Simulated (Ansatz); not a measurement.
`C[CH2][Sn][NH2]` and `C[CH2][Sn][CH2]C` differ in one atom or group.

Ansatz, PBE0-D4/def2-TZVP geometries, multiplicity 1. Each molecule was computed in one conformer, which needn't be the lowest.

Elements past krypton have def2 core potentials.

```json
{"property": "size of the dipole moment (ωB97M-V/def2-TZVPP) / D", "`C[CH2][Sn][NH2]`": "0.56"}
{"property": "zero-point energy (PBE0-D4/def2-TZVP) / kJ/mol", "`C[CH2][Sn][NH2]`": "234.2"}
{"property": "HOMO–LUMO gap (ωB97M-V/def2-TZVPP) / eV", "`C[CH2][Sn][NH2]`": "8.01"}
{"property": "LUMO energy (B3LYP/def2-TZVPP) / eV", "`C[CH2][Sn][NH2]`": "-1.93"}
{"property": "LUMO energy (ωB97M-V/def2-TZVPP) / eV", "`C[CH2][Sn][NH2]`": "0.00"}
{"property": "HOMO energy (PBE/def2-TZVPP) / eV", "`C[CH2][Sn][NH2]`": "-4.95"}
```

(1) Give the same properties after the change, and the shifts. (Best estimate.)

## Answers

(1) The calculation gave: 
```tsv
property	`C[CH2][Sn][CH2]C`	shift
size of the dipole moment (ωB97M-V/def2-TZVPP) / D	0.34	-0.22
zero-point energy (PBE0-D4/def2-TZVP) / kJ/mol	336.2	102.0
HOMO–LUMO gap (ωB97M-V/def2-TZVPP) / eV	7.08	-0.93
LUMO energy (B3LYP/def2-TZVPP) / eV	-2.62	-0.69
LUMO energy (ωB97M-V/def2-TZVPP) / eV	-0.65	-0.65
HOMO energy (PBE/def2-TZVPP) / eV	-4.75	0.20
```

With PBE0 the HOMO rises by 0.25 eV and the LUMO falls by 0.66 eV, so the gap narrows by about 0.91 eV. PBE moves the HOMO by 0.20 eV and ωB97M-V by 0.28 eV. The zero-point energy changes by 102.0 kJ/mol with +12 modes. Dipoles are sizes alone; their direction can turn.

B3LYP here is the variant with VWN-RPA as its local correlation; programs differ in this.
